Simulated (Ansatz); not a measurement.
Start from `[CH3][GaH][B]1CC1` and change one atom or group to get `BrB1CC1`.

Ansatz, PBE0-D4/def2-TZVP geometries, multiplicity 1. Each molecule was computed in one conformer, which needn't be the lowest.

Scalar relativity is left out up to krypton. Spin–orbit coupling is left out; it splits and shifts lone-pair levels of the heavy atoms by tenths of an eV.

```tsv
property	`[CH3][GaH][B]1CC1`
LUMO energy (ωB97M-V/def2-TZVPP) / eV	0.50
HOMO–LUMO gap (PBE/def2-TZVPP) / eV	3.54
HOMO energy (PBE/def2-TZVPP) / eV	-5.96
LUMO energy (B3LYP/def2-TZVPP) / eV	-1.64
zero-point energy (PBE0-D4/def2-TZVP) / kJ/mol	257.1
LUMO energy (PBE0/def2-TZVPP) / eV	-1.46
```

Problem. Give the same properties after the change, and the shifts. (An estimate is asked.)

Solution. Computed: 
```json
{"property": "LUMO energy (ωB97M-V/def2-TZVPP) / eV", "`BrB1CC1`": "0.75", "shift": "0.25"}
{"property": "HOMO–LUMO gap (PBE/def2-TZVPP) / eV", "`BrB1CC1`": "3.67", "shift": "0.13"}
{"property": "HOMO energy (PBE/def2-TZVPP) / eV", "`BrB1CC1`": "-5.94", "shift": "0.02"}
{"property": "LUMO energy (B3LYP/def2-TZVPP) / eV", "`BrB1CC1`": "-1.49", "shift": "0.15"}
{"property": "zero-point energy (PBE0-D4/def2-TZVP) / kJ/mol", "`BrB1CC1`": "148.2", "shift": "-108.9"}
{"property": "LUMO energy (PBE0/def2-TZVPP) / eV", "`BrB1CC1`": "-1.31", "shift": "0.15"}
```

With PBE0 the HOMO falls by 0.09 eV and the LUMO rises by 0.15 eV, so the gap widens by about 0.24 eV. PBE moves the HOMO by 0.02 eV and ωB97M-V by -0.18 eV. The zero-point energy changes by -108.9 kJ/mol with -15 modes.

B3LYP here is the variant with VWN-RPA as its local correlation; programs differ in this.
